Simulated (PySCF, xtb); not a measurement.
CH3FSZn, SMILES C[S][Zn][F]. One conformer was computed; it need not be the lowest.

Harmonic wavenumbers (cm⁻¹) from GFN2-xTB (xtb) at its own minimum, in rising order: 21, 100, 109, 169, 296, 393, 714, 941, 946, 1314, 1426, 1432, 3022, 3032, 3046.

What does PBE-D3(BJ)/def2-SVP (PySCF) give at its own minimum? (An estimate is asked for; the answer gives what the named calculation found.)

85, 108, 145, 185, 376, 680, 686, 919, 938, 1285, 1404, 1407, 2982, 3088, 3088. Paired by order, the mean absolute difference is 51 cm⁻¹ and the zero-point energies are 24.2 and 24.8 kcal/mol.
